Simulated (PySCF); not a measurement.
**Atomic charges against the basis set**

CH7NOSi3.
Atom-mapped SMILES: `[N:1]#[C:2][Si@H:3]([SiH3:4])[O:5][SiH3:6]` (hydrogens: H7 on Si3; H8, H9, H10 on Si4; H11, H12, H13 on Si6)

PBE0 throughout (PySCF), one geometry, spherical d and f functions. The structure is a single PBE0-D3(BJ)/def2-SVP conformer in the gas phase; no vibrational or solvent corrections. The first 7 of 9 kinds of atom are listed.

Mulliken charges (e):

```csv
basis,functions,N1,C2,Si3,Si4,O5,Si6,H7
STO-3G,49,-0.209,-0.153,+0.663,+0.342,-0.524,+0.663,-0.104
6-31G,80,-0.278,-0.146,+0.958,+0.229,-0.964,+0.853,-0.093
pcSseg-0,80,-0.375,-0.274,+1.124,+0.020,-1.023,+0.805,-0.023
6-31G*,110,-0.263,-0.023,+0.665,+0.089,-0.673,+0.593,-0.056
cc-pVDZ,131,-0.107,-0.182,+0.540,+0.053,-0.517,+0.439,-0.028
def2-SVP,131,-0.055,-0.282,+0.610,+0.137,-0.584,+0.575,-0.046
aug-cc-pVDZ,213,-0.357,-0.022,+0.634,-1.029,-1.005,-0.300,+0.417
"6-311+G(2d,p)",228,-0.237,-0.142,+0.786,+0.125,-0.913,+0.668,-0.034
def2-TZVP,246,-0.025,-0.234,+0.402,-0.001,-0.391,+0.278,+0.003
cc-pVTZ,290,-0.058,-0.203,+0.392,+0.036,-0.343,+0.265,-0.015
IGLO-III,307,-0.317,-0.009,+0.612,+0.543,-0.646,+0.856,-0.144
```

IAO charges (e):

```
        basis  functions      N1      C2     Si3     Si4      O5     Si6      H7
       STO-3G         49  -0.159  -0.202  +0.731  +0.380  -0.692  +0.773  -0.098
        6-31G         80  -0.176  -0.164  +0.765  +0.144  -0.791  +0.697  -0.065
     pcSseg-0         80  -0.174  -0.170  +0.780  +0.080  -0.787  +0.692  -0.066
       6-31G*        110  -0.182  -0.180  +0.861  +0.248  -0.852  +0.834  -0.102
      cc-pVDZ        131  -0.177  -0.182  +0.850  +0.246  -0.848  +0.823  -0.100
     def2-SVP        131  -0.174  -0.184  +0.857  +0.255  -0.846  +0.841  -0.106
  aug-cc-pVDZ        213  -0.194  -0.170  +0.853  +0.249  -0.855  +0.825  -0.099
6-311+G(2d,p)        228  -0.194  -0.177  +0.878  +0.271  -0.874  +0.860  -0.107
    def2-TZVP        246  -0.191  -0.181  +0.889  +0.274  -0.879  +0.871  -0.111
      cc-pVTZ        290  -0.188  -0.180  +0.879  +0.262  -0.872  +0.856  -0.107
     IGLO-III        307  -0.194  -0.179  +0.885  +0.273  -0.877  +0.867  -0.109
```

Hirshfeld charges (e):

```
        basis  functions      N1      C2     Si3     Si4      O5     Si6      H7
       STO-3G         49  -0.186  -0.095  +0.452  +0.252  -0.325  +0.451  -0.071
        6-31G         80  -0.178  -0.051  +0.389  +0.199  -0.355  +0.402  -0.049
     pcSseg-0         80  -0.178  -0.061  +0.406  +0.208  -0.336  +0.416  -0.058
       6-31G*        110  -0.187  -0.035  +0.362  +0.208  -0.304  +0.386  -0.054
      cc-pVDZ        131  -0.180  -0.046  +0.370  +0.222  -0.289  +0.388  -0.060
     def2-SVP        131  -0.185  -0.042  +0.375  +0.227  -0.288  +0.394  -0.063
  aug-cc-pVDZ        213  -0.196  -0.044  +0.384  +0.224  -0.319  +0.398  -0.056
6-311+G(2d,p)        228  -0.197  -0.043  +0.380  +0.229  -0.317  +0.402  -0.056
    def2-TZVP        246  -0.194  -0.041  +0.377  +0.223  -0.306  +0.394  -0.057
      cc-pVTZ        290  -0.192  -0.041  +0.377  +0.221  -0.301  +0.391  -0.058
     IGLO-III        307  -0.201  -0.043  +0.383  +0.224  -0.305  +0.388  -0.056
```

ESP-fitted charges (e):

| basis | functions | N1 | C2 | Si3 | Si4 | O5 | Si6 | H7 |
| --- | --- | --- | --- | --- | --- | --- | --- | --- |
| STO-3G | 49 | -0.401 | +0.231 | +0.301 | +0.238 | -0.281 | +0.420 | -0.066 |
| 6-31G | 80 | -0.418 | +0.264 | +0.397 | +0.194 | -0.536 | +0.600 | -0.055 |
| pcSseg-0 | 80 | -0.413 | +0.223 | +0.507 | +0.115 | -0.550 | +0.710 | -0.086 |
| 6-31G* | 110 | -0.368 | +0.182 | +0.370 | +0.126 | -0.371 | +0.459 | -0.053 |
| cc-pVDZ | 131 | -0.352 | +0.167 | +0.343 | +0.094 | -0.325 | +0.388 | -0.047 |
| def2-SVP | 131 | -0.366 | +0.185 | +0.359 | +0.117 | -0.349 | +0.462 | -0.057 |
| aug-cc-pVDZ | 213 | -0.399 | +0.224 | +0.287 | +0.119 | -0.296 | +0.383 | -0.035 |
| 6-311+G(2d,p) | 228 | -0.391 | +0.209 | +0.307 | +0.109 | -0.306 | +0.380 | -0.038 |
| def2-TZVP | 246 | -0.389 | +0.211 | +0.299 | +0.118 | -0.289 | +0.382 | -0.041 |
| cc-pVTZ | 290 | -0.381 | +0.202 | +0.300 | +0.125 | -0.292 | +0.391 | -0.041 |
| IGLO-III | 307 | -0.392 | +0.218 | +0.266 | +0.125 | -0.280 | +0.382 | -0.031 |

Problem. Which scheme is steadiest as the basis changes?

Solution. Largest range over the bases for any column: Hirshfeld 0.09 e, IAO 0.30 e, ESP-fitted 0.33 e, Mulliken 1.57 e. Hirshfeld charges move least and Mulliken charges most, counted in e. Without the minimal STO-3G basis the ranges are Hirshfeld 0.07, IAO 0.19, ESP-fitted 0.33, Mulliken 1.57 e.

Problem. How much do the charges still move between the two largest bases, cc-pVTZ and IGLO-III?

Solution. At most, over all atoms: Mulliken 0.591 e, IAO 0.012 e, Hirshfeld 0.009 e, ESP-fitted 0.033 e.

Problem. What do the same runs give for the total energy, the frontier levels and the dipole moment?

Solution. 
```json
{"basis": "STO-3G", "energy (Eh)": "-1027.9588", "HOMO (eV)": "-4.39", "LUMO (eV)": "3.91", "μ (D)": "3.31"}
{"basis": "6-31G", "energy (Eh)": "-1040.0330", "HOMO (eV)": "-8.24", "LUMO (eV)": "-0.99", "μ (D)": "2.98"}
{"basis": "pcSseg-0", "energy (Eh)": "-1038.8124", "HOMO (eV)": "-8.48", "LUMO (eV)": "-1.27", "μ (D)": "3.08"}
{"basis": "6-31G*", "energy (Eh)": "-1040.1989", "HOMO (eV)": "-8.31", "LUMO (eV)": "-1.11", "μ (D)": "3.11"}
{"basis": "cc-pVDZ", "energy (Eh)": "-1040.2535", "HOMO (eV)": "-8.31", "LUMO (eV)": "-1.14", "μ (D)": "3.08"}
{"basis": "def2-SVP", "energy (Eh)": "-1039.8534", "HOMO (eV)": "-8.40", "LUMO (eV)": "-1.19", "μ (D)": "3.06"}
{"basis": "aug-cc-pVDZ", "energy (Eh)": "-1040.2691", "HOMO (eV)": "-8.41", "LUMO (eV)": "-1.41", "μ (D)": "3.38"}
{"basis": "6-311+G(2d,p)", "energy (Eh)": "-1040.3432", "HOMO (eV)": "-8.47", "LUMO (eV)": "-1.49", "μ (D)": "3.37"}
{"basis": "def2-TZVP", "energy (Eh)": "-1040.3665", "HOMO (eV)": "-8.46", "LUMO (eV)": "-1.44", "μ (D)": "3.32"}
{"basis": "cc-pVTZ", "energy (Eh)": "-1040.3620", "HOMO (eV)": "-8.43", "LUMO (eV)": "-1.36", "μ (D)": "3.27"}
{"basis": "IGLO-III", "energy (Eh)": "-1040.3667", "HOMO (eV)": "-8.47", "LUMO (eV)": "-1.42", "μ (D)": "3.39"}
```

The dipole is fixed by the density alone, so its range of 0.41 D shows that the density itself changes with the basis, not only its division among atoms.
